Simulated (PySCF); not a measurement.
SMILES BCC=C (C3H7B), GFN2-xTB optimised geometry.

```
11

B      1.43    -0.89     0.00
C     -0.14    -0.89     0.00
C     -0.80     0.46     0.00
C     -1.60     0.90     0.95
H      2.00    -1.88     0.24
H      2.03     0.08    -0.26
H     -0.42    -1.41    -0.92
H     -0.55    -1.50     0.81
H     -0.56     1.09    -0.84
H     -2.03     1.88     0.92
H     -1.85     0.29     1.81
```

Density from PBE0/def2-TZVP (PySCF) at that geometry.

Minimum of the electron density along straight lines between bonded atoms, close to the bond critical point (lines longer than 1.1 times the sum of covalent radii, or with two minima, are not listed):

```tsv
bond	length / Å	ρ at the minimum / e bohr⁻³	∇²ρ there / e bohr⁻⁵	position (fraction from the first atom)
B1–C2	1.572	0.186	[?]	0.33
C2–C3	1.494	0.261	-0.68	0.49
C3–C4	1.320	[?]	-1.12	0.51
B1–H5	1.169	0.193	-0.35	0.44
B1–H6	1.169	0.194	-0.35	0.44
C2–H7	1.099	0.263	[?]	0.64
C2–H8	1.093	0.273	-0.91	0.64
C3–H9	1.083	0.286	-1.02	0.64
C4–H10	1.077	0.287	-1.02	0.64
C4–H11	1.079	0.285	-1.01	0.64
```

Problem. What belongs in the gaps?

Solution. 
- B1–C2, ∇²ρ there / e bohr⁻⁵: -0.28
- C3–C4, ρ at the minimum / e bohr⁻³: 0.360
- C2–H7, ∇²ρ there / e bohr⁻⁵: -0.85
